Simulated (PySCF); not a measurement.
## Electron correlation in Cu (copper, neutral)

[Ar] 3d9 4s1 5s1, high-spin 4D determinant (an excited configuration). Calculation: PySCF 2.14, in aug-cc-pVTZ-DK (8s7p5d3f2g, 93 functions); the spin-free X2C one-electron Hamiltonian (Gaussian nucleus). Frozen: [Ar]; 11 electrons correlated.

| level | correlation energy (mhartree) |
| --- | --- |
| CCSD | -363.49 |
| (T) | -11.68 |
| CCSD(T) | -375.17 |

Diagnostics: T1 = 0.016, D1 = 0.0573, largest double amplitude 0.042.

The outer electron is Rydberg-like, and this basis confines it to a smaller radius and binds it less than a complete one would.

Cost of the coupled-cluster step: about 50 core-seconds, for 11 correlated electrons.

Iterations:

```
CC2 = 0
CCSD nocc = (np.int64(7), np.int64(4)), nmo = (84, 84)
frozen orbitals [[0, 1, 2, 3, 4, 5, 6, 7, 8], [0, 1, 2, 3, 4, 5, 6, 7, 8]]
max_cycle = 100
direct = 0
conv_tol = 1e-08
conv_tol_normt = 1e-06
diis_space = 8
diis_start_cycle = 0
Init t2, MP2 energy = -0.390858831302211
Init E_corr(UCCSD) = -0.390858831308208
cycle = 1  E_corr(UCCSD) = -0.352643643404419  dE = 0.0382151879  norm(t1,t2) = 0.0736187
cycle = 2  E_corr(UCCSD) = -0.364669001237948  dE = -0.0120253578  norm(t1,t2) = 0.0291996
cycle = 3  E_corr(UCCSD) = -0.362711709534135  dE = 0.0019572917  norm(t1,t2) = 0.0155095
cycle = 4  E_corr(UCCSD) = -0.363316086681833  dE = -0.000604377148  norm(t1,t2) = 0.0068694
cycle = 5  E_corr(UCCSD) = -0.363550626477145  dE = -0.000234539795  norm(t1,t2) = 0.00112858
cycle = 6  E_corr(UCCSD) = -0.363505854219343  dE = 4.47722578e-05  norm(t1,t2) = 0.00046941
cycle = 7  E_corr(UCCSD) = -0.363481642596479  dE = 2.42116229e-05  norm(t1,t2) = 0.000121688
cycle = 8  E_corr(UCCSD) = -0.363488946648075  dE = -7.3040516e-06  norm(t1,t2) = 5.61701e-05
cycle = 9  E_corr(UCCSD) = -0.363488735280377  dE = 2.11367697e-07  norm(t1,t2) = 2.02922e-05
cycle = 10  E_corr(UCCSD) = -0.363488216389581  dE = 5.18890796e-07  norm(t1,t2) = 1.0018e-05
cycle = 11  E_corr(UCCSD) = -0.36348819338974  dE = 2.29998416e-08  norm(t1,t2) = 1.44363e-05
cycle = 12  E_corr(UCCSD) = -0.36348823579801  dE = -4.24082698e-08  norm(t1,t2) = 1.41878e-05
cycle = 13  E_corr(UCCSD) = -0.363488536426401  dE = -3.00628391e-07  norm(t1,t2) = 1.26645e-05
cycle = 14  E_corr(UCCSD) = -0.363488429680643  dE = 1.06745758e-07  norm(t1,t2) = 3.57624e-06
cycle = 15  E_corr(UCCSD) = -0.363488525979219  dE = -9.62985764e-08  norm(t1,t2) = 2.57863e-06
cycle = 16  E_corr(UCCSD) = -0.363488581013829  dE = -5.50346097e-08  norm(t1,t2) = 4.74286e-06
cycle = 17  E_corr(UCCSD) = -0.36348848571452  dE = 9.52993092e-08  norm(t1,t2) = 1.3976e-06
cycle = 18  E_corr(UCCSD) = -0.36348848430156  dE = 1.41295964e-09  norm(t1,t2) = 5.9479e-07
UCCSD converged
E(UCCSD) = -1653.339617658708  E_corr = -0.3634884843015602
UCCSD(T) correction = -0.0116784066937712
```
